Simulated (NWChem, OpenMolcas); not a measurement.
**Exact exchange and the dipole moment of Si2H4ClF**

Si2H4ClF: 8 atoms, total charge 0, spin state singlet. SMILES: `F[SiH]([SiH3])Cl`. The coordinates come from a PBE0-D4/def2-TZVP relaxation.

The dipole moment y, in D, basis def2-SVP; a is the functional's share of exact exchange. Programs: NWChem 7.3.0, OpenMolcas 26.06.

| functional | program | a | y (D) |
| --- | --- | --- | --- |
| PBE | NWChem | 0 | 1.38 |
| r2SCAN | OpenMolcas | 0 | 1.52 |
| B3LYP | OpenMolcas | 0.2 | ? |
| PBE0 | OpenMolcas | 0.25 | 1.59 |
| BHLYP | OpenMolcas | 0.5 | 1.72 |

**Question.** Fit y = c + s·a to the known rows and predict B3LYP.

**Answer.** 
1. Means of the 4 rows: a = 0.1875, y = 1.552.
2. Σ(Δa)² = 0.17188, Σ(Δa·Δy) = 0.093125, so the slope is 0.093125/0.17188 = 0.5418.
3. Intercept: 1.552 − (0.5418) × 0.1875 = 1.450. The largest residual of the fit is 0.071.
4. B3LYP: 1.450 + (0.5418) × 0.2 = 1.56 D.

The run gave 1.52 D, so the prediction is off by +0.04 D, within the largest residual. More exact exchange makes the molecule more polar here. The rows mix families of semi-local functionals, which the line can't see.
